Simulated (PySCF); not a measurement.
Input of a run (PBE0-D3(BJ)/def2-SVP geometry optimisation, gas phase (PySCF 2.14.0)), started from a GFN2-xTB structure with every atom displaced at random (by about 0.01 Å):
```
{"job": {"xc": "PBE0", "basis": "def2-SVP", "d3": "d3bj", "grid": 1, "shake": 0.01, "kind": "geom"}, "charge": 0, "multiplicity": 1}
F     -1.260800     0.189780     1.620880
C     -1.177600     0.151860     0.233100
C     -0.602580    -1.204280    -0.149540
N      0.890620    -1.077620    -0.121140
Si     1.489270     0.495130     0.028040
C     -0.238110     1.262290    -0.231100
H     -2.188450     0.264670    -0.137990
H     -0.915170    -1.949370     0.569470
H     -0.935320    -1.482410    -1.122820
H      1.357070    -1.950830    -0.069600
H      2.417130     0.807900    -1.037180
H      2.059750     0.831420     1.358590
H     -0.453330     1.477550    -1.288520
H     -0.449630     2.168830     0.340060
```

Output (energies in Eh, forces in Eh/bohr):
```
step   0  E = -562.52456486  max force = 0.042332
step   1  E = -562.52989175  max force = 0.011491
step   2  E = -562.53119108  max force = 0.003700
step   3  E = -562.53140291  max force = 0.001533
step   4  E = -562.53147470  max force = 0.001094
step   5  E = -562.53154022  max force = 0.000864
step   6  E = -562.53158818  max force = 0.000773
step   7  E = -562.53162227  max force = 0.000508
step   8  E = -562.53163861  max force = 0.000451
step   9  E = -562.53165122  max force = 0.000387
optimisation converged
```

Question: Summarise the run.

Answer: The energy falls by 0.193 eV over 10 energy and gradient evaluations, the largest force component goes from 0.0423 to 3.9e-04 Eh/bohr, and the atoms move by 0.062 Å rms after alignment. Among the bonds, C3–N4 and Si5–H11 change most and about equally (-0.051 to +0.051 Å). Bonds longer at the end by more than 0.005 Å: 8 of 14; shorter: 3. Among the angles that change most is H11–Si5–H12, from 111.3° to 106.6°. The energy never rose by more than 1e-6 Eh on the way. The first step brought 75 % of the lowering.

Question: What are the final bond lengths?

Answer: F1–C2 1.385 Å, C2–C3 1.525 Å, C3–N4 1.447 Å, N4–Si5 1.733 Å, Si5–C6 1.893 Å, C2–C6 1.524 Å, C2–H7 1.104 Å, C3–H8 1.104 Å, C3–H9 1.110 Å, N4–H10 1.010 Å, Si5–H11 1.498 Å, Si5–H12 1.497 Å, C6–H13 1.102 Å, C6–H14 1.099 Å. Numbering counts from 1 in the input's order; the species is `F[C@@H]1CN[SiH2]C1`.

The run used 128 basis functions and 63 SCF cycles in all.

No frequency check. One conformer, not necessarily the lowest.
